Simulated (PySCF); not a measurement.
## Dipole response of Hg⁺ (mercury, charge +1)

[Xe] 4f14 5d10 6s1, 2S determinant. Computed with PySCF 2.14 in def2-QZVPPD with the def2 core potential (60 electrons) (7s5p4d4f2g, 88 functions), with scalar relativity through the core potential. Coupled (time-dependent) response in atomic units; α is the mean over directions.

```csv
method,mean α (bohr³),C₆ (like pair),S(−4)
M06-L,19.85,149.3,153.7
```

S(−4) is the Cauchy moment in α(ω) = α(0) + S(−4) ω² + …

α(iu) at M06-L:

```json
{"u (hartree)": "0", "α(iu) (bohr³)": "19.85"}
{"u (hartree)": "0.0500", "α(iu) (bohr³)": "19.48"}
{"u (hartree)": "0.100", "α(iu) (bohr³)": "18.48"}
{"u (hartree)": "0.200", "α(iu) (bohr³)": "15.66"}
{"u (hartree)": "0.300", "α(iu) (bohr³)": "12.98"}
{"u (hartree)": "0.500", "α(iu) (bohr³)": "9.324"}
{"u (hartree)": "0.750", "α(iu) (bohr³)": "6.765"}
{"u (hartree)": "1.00", "α(iu) (bohr³)": "5.237"}
{"u (hartree)": "1.50", "α(iu) (bohr³)": "3.473"}
{"u (hartree)": "2.00", "α(iu) (bohr³)": "2.481"}
{"u (hartree)": "3.00", "α(iu) (bohr³)": "1.436"}
{"u (hartree)": "5.00", "α(iu) (bohr³)": "0.6411"}
```

A single London oscillator, α(iu) = α/(1 + u²/ω²), gives C₆ = (3/4) ω α². Matching the computed C₆ needs ω = 4 × 149.3 / (3 × 19.85²) = 0.505 hartree.

For an ion, C₆ is the dispersion term alone; charge-induced terms of lower order in 1/R come first.

Energies and moments cover only the electrons outside the core potential. Spin-orbit coupling, which splits the p, d and f shells strongly at this Z, is absent.
